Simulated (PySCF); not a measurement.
## MN15 on Ti+ (titanium, charge +1)

Configuration: [Ar] 3d1 4s1 5s1, high-spin 4D determinant (an excited configuration). Computed with PySCF 2.14 in aug-cc-pVDZ-DK, with scalar relativity by spin-free X2C-1e.

```
Total energy                                                  : -853.355 hartree
One-electron energy                                           : -1153.737 hartree
Hartree (Coulomb) energy                                      : 342.451 hartree
Exchange-correlation energy                                   : -42.069 hartree
⟨S²⟩                                                          : 3.7502
⟨L²⟩                                                          : 6.007
Sum of ⟨r⟩                                                    : 21.78 bohr
Sum of ⟨r²⟩                                                   : 72.03 bohr²
Traceless quadrupole moment −½Σ⟨3z² − r²⟩ along its main axis : 0.0738 e·bohr²
Langevin diamagnetic susceptibility                           : -57.0 ×10⁻⁶ cm³/mol
Time after the integrals                                      : about 6 core-seconds
```

```tsv
shell	electrons	mean orbital energy (hartree)	spread (hartree)	rms radius, mean of both spins (bohr)
1s α	1	-179.38926	0	0.0805
1s β	1	-179.38776	0	0.0805
2s α	1	-20.37046	0	0.357
2s β	1	-20.36323	0	0.357
2p α	3	-17.29188	0.01825	0.321
2p β	3	-17.28468	0.02826	0.321
3s α	1	-3.12339	0	1.07
3s β	1	-3.08833	0	1.07
3p α	3	-2.24834	0.02683	1.17
3p β	3	-2.20767	0.05134	1.17
3d α	1	-0.89498	0	1.43
4s α	1	-0.60089	0	3.03
5s α	1	-0.20065	0	7.03
```

The outer electron is Rydberg-like, and this basis confines it to a smaller radius and binds it less than a complete one would.

Densities and radii are taken from the X2C orbitals without a picture-change correction, which distorts them close to the nucleus.
